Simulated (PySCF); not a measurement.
Ligand exchange on a metal centre used in film growth or etching (Mo Cl-F). Isolated molecules, 0 K electronic values unless said otherwise.

The LUMO from two functionals at the same geometries (TPSS-D3(BJ)/def2-SVP), both in PySCF: PBE-D3(BJ)/def2-TZVP and TPSSh-D3(BJ)/def2-TZVP. 

```
species                                  PBE-D3(BJ)/def2-TZVP (eV)
---------------------------------------  -------------------------
0 of 6 Cl replaced by F ([Mo(Cl)6])                          -6.29
3 of 6 Cl replaced by F ([Mo(Cl)3(F)3])                      -6.48
4 of 6 Cl replaced by F ([Mo(Cl)2(F)4])                      -6.43
6 of 6 Cl replaced by F ([Mo(F)6])                           -6.31
```

Problem. What does TPSSh-D3(BJ)/def2-TZVP give for each?

Solution. 
- 0 of 6 Cl replaced by F ([Mo(Cl)6]): -6.21
- 3 of 6 Cl replaced by F ([Mo(Cl)3(F)3]): -6.42
- 4 of 6 Cl replaced by F ([Mo(Cl)2(F)4]): -6.35
- 6 of 6 Cl replaced by F ([Mo(F)6]): -6.20
Over these rows, drawn at random from the members with no instability flagged (it was tested for open shells, ions and some series alone), PBE minus TPSSh-D3(BJ): mean -0.08 eV, from -0.10 eV to -0.06 eV.
